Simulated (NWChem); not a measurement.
System: CH4ClFOSi; SMILES CO[SiH](Cl)F

Input file for NWChem:

```
start job
memory heap 200 mb stack 900 mb global 1100 mb
geometry units angstroms noautoz
  Si     0.290185    -0.082300     0.379816
  F      1.783642     0.082501    -0.253478
  Cl    -0.426255    -1.943467    -0.097451
  O     -0.742506     1.011443    -0.304182
  C     -0.618774     2.419933    -0.159581
  H      0.416539     0.085027     1.855426
  H      0.263998     2.810071    -0.711664
  H     -0.529353     2.726421     0.907610
  H     -1.529604     2.892446    -0.577715
end
basis spherical
  * library 6-31g*
end
dft
  xc hfexch
  iterations 150
  vectors input atomic output neutral.movecs
end
task dft energy
charge 1
dft
  odft
  mult 2
  vectors input atomic output cation.movecs
end
task dft energy
```

Geometry: optimised at PBE-D3(BJ)/def2-SVP.

Ions are spin-unrestricted doublets at the neutral geometry; other ion states weren't tried.

Problem. What results follow from this input? (Hartree-Fock/6-31G* (spherical d), vertical spin-unrestricted ions.) Quantities: vertical ionisation energy, ΔSCF (eV); −ε(HOMO) (eV).

Solution. The vertical ionisation energy, ΔSCF (eV) is 10.53 and the −ε(HOMO) (eV) is 12.86.
